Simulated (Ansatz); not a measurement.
Cost and result for the atomization energy of C2H8AlClSi (`C[CH2][Al]([SiH3])[Cl]`) (13 atoms, 12 bonds).

```xyz
13

C     0.9811    0.4404    1.5683
C     1.4922    0.4197    0.1285
Al    0.1724   -0.0762   -1.2212
Si   -2.1603   -0.7081   -0.8069
Cl    0.7844   -0.0462   -3.2421
H     1.7655    0.7220    2.2764
H     0.6018   -0.5369    1.8790
H     0.1608    1.1520    1.6981
H     2.3391   -0.2712    0.0277
H     1.8992    1.3988   -0.1544
H    -3.0491    0.4761   -0.9900
H    -2.3668   -1.2035    0.5839
H    -2.6203   -1.7670   -1.7473
```

Charge 0, multiplicity 1. The structure was optimised at the PBE0-D4/def2-TZVP level. It is one conformer, not always the lowest. Program: Ansatz. All runs use 4 threads of an Arm Neoverse V2 on a shared host. Times are those of one run each, without the atoms' runs, and a repeat can differ threefold. Electronic energies, without spin–orbit coupling; frozen cores. CCSD(T)/CBS adds CCSD(T) − MP2 in def2-TZVPP to the MP2 limit, and its time is that of the two runs behind it. T1 = 0.011. B3LYP takes the VWN-RPA correlation (the form of Gaussian; ORCA's B3LYP/G).

CCSD(T)/CBS is a level of theory with its own doubt, some kJ/mol a heavy atom from the limit and from the frozen cores, so smaller differences don't rank the functionals.

```csv
level,functions,wall time,atomization (kJ/mol),difference from CCSD(T)/CBS,per bond
PBE-D4/def2-TZVPP (with forces),300,2.8 s,4441.3,14.5,1.2
PBE0-D4/def2-TZVPP,300,3.7 s,4417.6,-9.2,-0.8
r2SCAN-D4/def2-TZVPP (with forces),300,5.5 s,4437.7,10.9,0.9
B3LYP-D4/def2-TZVPP (with forces),300,6 s,4409.9,-16.9,-1.4
B2PLYP/def2-TZVPP,300,6.5 s,4362.5,-64.3,-5.4
ωB97X-V/def2-TZVPP,300,9.5 s,4442.7,15.9,1.3
ωB97M-V/def2-TZVPP (with forces),300,13 s,4429.3,2.5,0.2
MP2/def2-QZVPP,564,26 s,4404.7,-22.1,-1.8
CCSD(T)/def2-TZVPP,300,3.4 min,4323.6,-103.2,-8.6
CCSD(T)/CBS(def2),–,3.8 min,4426.8,0.0,0.0
```

From PBE to PBE0 (25 % exact exchange), in def2-TZVPP and without D4, the atomization energy moves by −20.0 kJ/mol: exact exchange takes away binding that semilocal exchange gives to molecules. The D4 term adds +44.0 kJ/mol with B3LYP and +23.7 kJ/mol with PBE0; it sums over pairs of atoms, weighted by their polarisabilities, and B3LYP, whose exchange is more repulsive, gets the larger term. In def2-TZVPP, CCSD(T) changes the Hartree–Fock value by +929.1 kJ/mol (the triples alone add +47.8 kJ/mol) and MP2 by +949.4 kJ/mol; breaking electron pairs costs correlation energy, which Hartree–Fock lacks.
